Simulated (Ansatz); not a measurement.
# Ligand exchange: BH2(CH3) + SiH3I → BH2I + SiH3(CH3)

Species: BH2(CH3), singlet; SiH3I `[SiH3]I`, singlet; BH2I `BI`, singlet; SiH3(CH3) (methylsilane), singlet. The partners trade CH3 for I: B–CH3 and Si–I bonds give way to B–I and Si–CH3.

Shapes, held fixed at every level: PBE0-D4/def2-TZVP. Programs: Ansatz 0.2.0. The zero-point and thermal change to 298 K, harmonic and unscaled (PBE0-D4/def2-TZVP), is -0.1 kJ/mol.

(1) Estimate ΔH(298 K) of this reaction.

## Answers

(1) The highest level, CCSD(T)/def2-TZVPP, gives ΔH(298 K) = +7.7 kJ/mol; the levels span +7.7 to +21.4. The column of differences is taken from that level and isn't an error. No measured value is set beside it here. For atoms past krypton def2 sets carry core potentials with scalar relativity. Outer-core shells of I are correlated in most correlated rows, in sets that cover them unevenly. Times are processor times on shared x86 and Arm servers, and rough.

```json
{"level": "r2SCAN-D4/def2-TZVPP", "kind": "meta-GGA", "ΔH(298 K) (kJ/mol)": "+15.2", "less CCSD(T)/def2-TZVPP": "+7.5", "CPU time (sum over the molecules)": "19 s"}
{"level": "B3LYP-D4/def2-TZVPP", "kind": "global hybrid", "ΔH(298 K) (kJ/mol)": "+16.1", "less CCSD(T)/def2-TZVPP": "+8.4", "CPU time (sum over the molecules)": "15 s"}
{"level": "BHLYP-D4/def2-TZVPP", "kind": "global hybrid", "ΔH(298 K) (kJ/mol)": "+21.4", "less CCSD(T)/def2-TZVPP": "+13.7", "CPU time (sum over the molecules)": "11 s"}
{"level": "PBE0-D4/def2-TZVPP", "kind": "global hybrid", "ΔH(298 K) (kJ/mol)": "+17.0", "less CCSD(T)/def2-TZVPP": "+9.3", "CPU time (sum over the molecules)": "10 s"}
{"level": "r2SCAN0-D4/def2-TZVPP", "kind": "global hybrid", "ΔH(298 K) (kJ/mol)": "+18.1", "less CCSD(T)/def2-TZVPP": "+10.4", "CPU time (sum over the molecules)": "17 s"}
{"level": "MP2/def2-TZVPP", "kind": "perturbation theory", "ΔH(298 K) (kJ/mol)": "+9.9", "less CCSD(T)/def2-TZVPP": "+2.2", "CPU time (sum over the molecules)": "–"}
{"level": "CCSD/def2-SVP", "kind": "coupled cluster or CI", "ΔH(298 K) (kJ/mol)": "+10.4", "less CCSD(T)/def2-TZVPP": "+2.7", "CPU time (sum over the molecules)": "–"}
{"level": "CCSD(T)/def2-TZVPP", "kind": "coupled cluster or CI", "ΔH(298 K) (kJ/mol)": "+7.7", "less CCSD(T)/def2-TZVPP": "0.0", "CPU time (sum over the molecules)": "65 s"}
```
